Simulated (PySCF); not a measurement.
# Interval between two levels of Hg⁺ by level of theory

Hg⁺ [Xe] 4f14 5d10 6s1 [2S1/2, M_J = 1/2] → Hg⁺ [Xe] 4f14 5d9 6s1 6p1 [4F9/2, M_J = 9/2], as a difference of total energies. Computed with PySCF 2.14 in x2c-TZVPall-2c (11s11p10d2f, 108 functions), with the two-component X2C-1e Hamiltonian. Correlated levels: [Kr] 4d10 4f14 frozen; the 34 highest virtual spinors dropped. "Screened" scales the spin-orbit matrix elements by Boettger's factors to mimic the two-electron term; Breit and QED terms are absent.

```
                    method  interval between two levels (cm⁻¹)
 GHF (screened spin-orbit)                               82103
GMP2 (screened spin-orbit)                               90929
```

The labels give the starting determinants; with spin-orbit coupling the two ends relaxed to ⟨J²⟩ = 0.75, ⟨L²⟩ = 0.19, ⟨S²⟩ = 0.94 and ⟨J²⟩ = 24.77, ⟨L²⟩ = 12.19, ⟨S²⟩ = 3.93.
